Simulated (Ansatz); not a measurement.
The same path of ClH4MgNO + H2O (11 atoms, charge 0, multiplicity 1) was run twice with different band settings. Lost on the way: H4–N5, H6–O7. Made: O2–H6, H4–O7.

All numbers below come from RKS BHLYP-D4/def2-SVP in Ansatz 0.2.0.

Relaxed end points:

```xyz
11
Properties=species:S:1:pos:R:3
Mg -0.534 -1.273 -0.600
O 0.421 -1.342 0.968
Cl -1.738 -2.463 -2.044
H 0.098 1.203 -0.295
N -0.331 0.767 -1.125
H 0.868 0.230 1.355
O 0.918 1.214 1.321
H 0.698 -2.049 1.538
H 0.281 0.942 -1.915
H -1.198 1.250 -1.334
H 0.516 1.521 2.131
```

```xyz
11
Properties=species:S:1:pos:R:3
Mg -0.605 -1.067 -0.867
O 0.139 -1.231 0.959
Cl -1.206 -3.004 -1.775
H 0.534 1.202 0.242
N -0.410 0.882 -1.113
H 0.566 -0.364 1.248
O 1.027 1.101 1.119
H 0.436 -1.971 1.480
H 0.065 1.218 -1.943
H -1.245 1.455 -1.055
H 0.698 1.779 1.705
```

Common settings: spring 5.0 eV/Å²; optimiser quadratic models (default); start path through a guess of the saddle point; force threshold 0.05 eV/Å; iteration limit 60; end points relaxed.

| run | movable images | climbing image |
| --- | --- | --- |
| 1 | 5 | yes |
| 2 | 8 | no |

Task: What does each run give, and how far can it be trusted?

Result: Run 1: converged after 10 iterations, highest image 0.784 eV above the first end. A vibrational analysis at the climbing image gives one clearly imaginary mode, 1070i cm⁻¹: a first-order saddle point.
Run 2: converged after 13 iterations, highest image 0.723 eV above the first end. No image climbed, so the highest image needn't sit at the top of the path.
The orbitals stay closed-shell, which can raise the energy where a bond breaks towards radicals; this wasn't checked here.
